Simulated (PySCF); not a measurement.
**Ni¹²⁺ (nickel, charge +12): UHF calculation**

Configuration: [Ne] 3s2 3p4, high-spin 3P determinant. Calculation: PySCF 2.14, in an uncontracted even-tempered set (22 s from 0.59 bohr⁻², ratio 2.2; 14 p from 0.76 bohr⁻², ratio 2.2; 6 d from 5.6 bohr⁻², ratio 2.4; 5 f from 8.4 bohr⁻², ratio 2.4; 4 g from 13 bohr⁻², ratio 2.4); scalar relativity by spin-free X2C-1e.

| Property | Result |
| --- | --- |
| Total energy | -1457.835279 hartree |
| One-electron energy | -1801.0998 hartree |
| Hartree (Coulomb) energy | 395.3398 hartree |
| Exchange energy | -52.0753 hartree |
| ⟨S²⟩ | 2.0027 |
| ⟨L²⟩ | 2.008 |
| Sum of ⟨r⟩ | 5.780 bohr |
| Sum of ⟨r²⟩ | 3.399 bohr² |
| Traceless quadrupole moment −½Σ⟨3z² − r²⟩ along its main axis | -0.196 e·bohr² |

| shell | electrons | mean orbital energy (eV) | spread (eV) | rms radius, mean of both spins (bohr) |
| --- | --- | --- | --- | --- |
| 1s α | 1 | -8766.4 | 0 | 0.0624 |
| 1s β | 1 | -8763.2 | 0 | 0.0624 |
| 2s α | 1 | -1411.3 | 0 | 0.262 |
| 2s β | 1 | -1408.9 | 0 | 0.262 |
| 2p α | 3 | -1261.7 | 2.672 | 0.236 |
| 2p β | 3 | -1257.3 | 2.142 | 0.236 |
| 3s α | 1 | -441.88 | 0 | 0.695 |
| 3s β | 1 | -425.14 | 0 | 0.695 |
| 3p α | 3 | -390.65 | 5.122 | 0.699 |
| 3p β | 1 | -383.31 | 0 | 0.699 |

Densities and radii are taken from the X2C orbitals without a picture-change correction, which distorts them close to the nucleus.

Spin-orbit constants ζ (cm⁻¹) from the X2C one-electron operator on these orbitals: bare nucleus, nucleus screened by l(l+1)(2l+1)/3 electrons, and screened by the Breit-Pauli mean field of the electrons.

```json
{"shell": "2p", "bare": "99880", "screened nucleus": "92750", "mean field": "89550"}
{"shell": "3p", "bare": "17720", "screened nucleus": "16450", "mean field": "15860"}
```

To first order the Landé constant is A = -7929 cm⁻¹, so the lowest level has J = 2 and lies 0.983 eV below the centre of the term. This holds in LS coupling only.
